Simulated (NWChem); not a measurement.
# Spin states of H3OSi

SMILES: [O][SiH3]
```xyz
5

O     -1.1796    -0.2168     0.0000
Si     0.4699     0.0980     0.0000
H      0.9144     0.8281     1.2237
H      0.9144     0.8281    -1.2237
H      1.0298    -1.2931     0.0000
```
Charge 0, spin multiplicity 2.

Everything below was run with NWChem. Structure: optimised with UPBE0/def2-SVP, a minimum by its harmonic frequencies.

Basis set: def2-TZVP. The gap is E(quartet) − E(doublet) at the geometry of the doublet, so a negative value puts the higher spin lower. Open shells are unrestricted. The quartet is the single determinant that the SCF runs reached, with unpaired electrons in orbitals of symmetry a" and a' and a' (Cs labels); it need not be the lowest quartet, which in molecules with degenerate π orbitals can need several determinants.

The correlated methods keep 6 core orbitals frozen. B3LYP has NWChem's definition, with VWN1-RPA local correlation. The structure started from a generated list of species. The unpaired electrons of the parent sit in orbitals of symmetry a' (Cs labels of the run); other states weren't searched. The stability of the SCF solutions was not checked. Open-shell Hartree-Fock references start from PBE0 orbitals.

Problem. For the vertical doublet-quartet gap, HF gives 159.2 kcal/mol and MP2 gives 175.1 kcal/mol. What do BP86, B3LYP, PBE give?

Solution. BP86: 140.0 kcal/mol; B3LYP: 151.0 kcal/mol; PBE: 138.3 kcal/mol.
